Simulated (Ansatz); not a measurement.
Bond stretch in BH, singlet.

Method: full CI/cc-pVDZ, frozen core run with Ansatz (a program for electronic structure).

Q: Relative to R = 1.26 Å, what are the energies at R = 1.56, 2.72, 3.37, 4.38 Å?

A: 51.0 kJ/mol at 1.56 Å, 288.1 kJ/mol at 2.72 Å, 322.1 kJ/mol at 3.37 Å, 330.7 kJ/mol at 4.38 Å.
